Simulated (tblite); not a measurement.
Compound: C₈H₁₂N₂.
Z-matrix (Å and degrees, GFN2-xTB geometry), rows numbered from 1:
```
C 
C   1  1.3191
C   2  1.5017  1  124.30
N   3  1.4387  2  111.41  1   128.04
N   4  1.3311  3  120.40  2   103.53
C   5  1.3192  4  105.94  3  -178.11
C   6  1.4033  5  111.28  4     0.19
C   7  1.4904  6  127.94  5  -179.86
C   4  1.3548  3  127.53  2   -73.85
C   9  1.4854  4  122.69  3    -2.78
H   1  1.0785  2  121.78  3     0.29
H   1  1.0766  2  122.01  3   179.53
H   2  1.0816  1  121.12  3   179.51
H   3  1.0945  2  109.51  1  -114.90
H   3  1.0944  2  110.54  1     5.58
H   6  1.0723  5  120.29  4  -179.67
H   8  1.0902  7  110.71  6  -124.25
H   8  1.0872  7  110.06  6    -4.13
H   8  1.0906  7  110.76  6   115.92
H  10  1.0910  9  110.69  4   -64.40
H  10  1.0865  9  109.71  4   175.89
H  10  1.0898  9  110.80  4    55.54
```

Computed values, GFN2-xTB/tblite, gas phase, harmonic and unscaled. Against measured fundamentals such values can be off by several per cent, at times by over 20. One conformer, not necessarily the lowest.

Harmonic wavenumbers (cm⁻¹): 49.3, 62.1, 75.9, 100.6, 114.5, 204.0, 241.0, 250.2, 289.4, 361.8, 385.1, 439.9, 562.1, 597.1, 624.5, 656.8, 745.4, 799.4, 836.6, 901.1, 916.9, 957.2, 962.9, 1001.1, 1025.2, 1037.8, 1043.1, 1077.4, 1121.8, 1142.4, 1183.3, 1213.1, 1262.8, 1308.1, 1344.8, 1387.6, 1401.7, 1405.9, 1412.0, 1426.2, 1431.5, 1476.1, 1481.4, 1488.8, 1490.8, 1509.5, 1604.6, 1716.1, 2947.9, 2960.8, 2985.6, 2989.0, 3002.8, 3008.5, 3044.3, 3055.0, 3070.5, 3094.7, 3126.7, 3165.5.

A = 2607, B = 921.2, C = 740.6 MHz; mass 136.100 u (most abundant isotopes); point group C1, symmetry number 1.

Question: What is the zero-point energy?

Answer: ½Σν̃ = 40289 cm⁻¹ = 115.19 kcal/mol.

Question: What is S at 200 K and 1 bar for an ideal gas of classical rigid rotors and harmonic oscillators?

Answer: Translation 38.68, rotation 28.39, vibration 22.68: S = 89.8 cal/(mol K).

Question: And Cp and H(200 K) − H(0)?

Answer: Cp = 30.54 cal/(mol K), of which vibrations give 22.59 (their classical limit is 60 R = 119.2); H(200 K) − H(0) = 4.00 kcal/mol without the zero-point energy, 2.41 from vibrations.

Question: How do the functions run with temperature in this model?

Answer: 
```
T (K)  S (cal/(mol K))  Cp (cal/(mol K))  H − H(0) (kcal/mol)  G − H(0) (kcal/mol)  ln q(vib)
  100             72.4              20.7                 1.43                -5.81       2.24
  300            104.2              41.5                 7.58               -23.66       8.32
  500            130.6              63.0                18.11               -47.17      14.06
  800            165.3              84.7                40.55               -91.71      22.39
 1000            185.3              94.1                58.48              -126.81      27.62
```

q(vib) and H(0) count from the zero-point level.

Question: Blend soft modes into free rotors: weight 1/[1 + (100 cm⁻¹/ν̃)⁴] for the oscillator and the rest for a rotor with moment μB/(μ + B), μ = h/(8π²ν), B = 10⁻⁴⁴ kg m². What vibrational entropy results?

Answer: 20.80 cal/(mol K) in place of 22.68, which changes −T·S at 200 K by +0.38 kcal/mol.

Question: What must be added to the electronic energy to get the Gibbs energy at 200 K and 1 bar?

Answer: ZPE + [H(200 K) − H(0)] − T·S = 115.19 + 4.00 − 17.95 = 101.24 kcal/mol.

Hindered rotation and anharmonicity are outside this model. Other conformers, if any are populated, would add a mixing term that is left out. The structure is chiral; the term R ln 2 for an equal mix with its mirror image is left out.
